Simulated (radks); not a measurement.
All-electron atom: the mercury ion Hg77+ in [He] 2s1. Calculated with a radial shooting solver on a logarithmic mesh with Libxc functionals: scalar-relativistic Kohn-Sham, SCAN, spin-polarised, spherical densities, finite nucleus; open shells are filled with parallel spins first (spin-orbit coupling, left out, can overturn this in heavy ions); meta-GGA in the generalised Kohn-Sham scheme; Fermi nuclear charge, rms radius 5.4648 fm.

Unscreened Slater integrals over Kohn-Sham orbitals (eV). They are taken over the spin-up orbitals.

\begin{tabular}{lr}
integral & value \\ \hline
F0(2s,2s) & 367.80 \\
F0(2s,1s) & 522.21 \\
G0(2s,1s) & 56.225 \\
F0(1s,1s) & 1570.2 \\
\end{tabular}
